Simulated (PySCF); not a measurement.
Compound: C4H5BF2SSi.
Cartesian coordinates in Å at the PBE0-D3(BJ)/def2-SVP level; atoms count from 1:
```
atom  x, y, z in Å
F1    -2.2374    1.9298    0.1784
B2    -2.6763    0.7662    0.6261
F3    -3.9200    0.7480    1.0625
Si4   -1.5509   -0.9279    0.6462
C5     0.2469   -0.5090    0.3829
C6     0.7802    0.6991   -0.0231
C7     2.1960    0.6810   -0.1412
C8     2.7292   -0.5418    0.1772
S9     1.5113   -1.6628    0.6169
H10   -1.7522   -1.6290    1.9521
H11   -2.0645   -1.8490   -0.4186
H12    0.1652    1.5761   -0.2309
H13    2.7969    1.5386   -0.4465
H14    3.7780   -0.8375    0.1799
```

The calculation used TDDFT CAM-B3LYP/def2-SVPD, vertical, gas phase, core orbitals frozen in the response (PySCF).

Kohn–Sham orbitals with the atoms that hold most of them (Löwdin shares over 4%, at most four atoms; ? is withheld):

| orbital | ε (eV) | atoms |
| --- | --- | --- |
| HOMO-3 | -11.24 | S9 35%, C5 16%, Si4 13%, C7 9% |
| HOMO-2 | -10.50 | Si4 29%, B2 25%, F1 10%, F3 10% |
| HOMO-1 | -8.71 | ? |
| HOMO | ? | ? |
| LUMO | -0.23 | B2 21%, Si4 20%, C8 9%, F1 8% |
| LUMO+1 | 0.33 | B2 17%, S9 15%, C5 15%, C8 11% |
| LUMO+2 | 0.89 | B2 42%, Si4 16%, S9 10%, F1 5% |

(1) Which atoms hold the HOMO-1, and with what shares?

(2) Which atoms hold the HOMO, and with what shares?

(3) What is the HOMO energy, and the HOMO–LUMO gap?

Results:

(1) S9 (bonded to 2 C) 43%; C6 (bonded to 2 C and H) 20%; C7 (bonded to 2 C and H) 17%; C5 (bonded to C, S and Si) 9%. By element: carbon 46% or more, sulfur 43%.

(2) C5 (bonded to C, S and Si) 27%; C8 (bonded to C, S and H) 26%; C7 (bonded to 2 C and H) 15%; C6 (bonded to 2 C and H) 13%.

(3) ε(HOMO) = -8.35 eV; the gap is 8.12 eV (0.2985 hartree).

**Question.** The HOMO–LUMO gap is 8.12 eV. Where does the response calculation put the lowest singlet, and from which orbitals?

**Answer.** S1 is at 5.41 eV (f = 0.169), 2.71 eV below the gap, made of HOMO→LUMO (82%), HOMO→LUMO+1 (12%). Without the coupling terms of the response equations the lowest excitation would equal the gap.

**Question.** One configuration dominates each of S1 and S3. Which, and how do the shares of the two leading atoms of either orbital change from the occupied to the empty one?

**Answer.** 
- S1 (5.41 eV, f 0.169), HOMO→LUMO (82%): C5 27% → at most 8%, C8 26% → 9%, B2 at most 13% → 21%, Si4 at most 13% → 20%
- S3 (6.00 eV, f 0.021), HOMO→LUMO+1 (77%): C5 27% → 15%, C8 26% → 11%, B2 at most 13% → 17%, S9 at most 13% → 15%

Löwdin shares depend on the basis, the more so with diffuse functions.

On an Arm Neoverse V2 with one thread, no GPU, on a shared host, this took 3.2 min and 1.4 GiB of memory at its peak.

One conformer stands for the species.
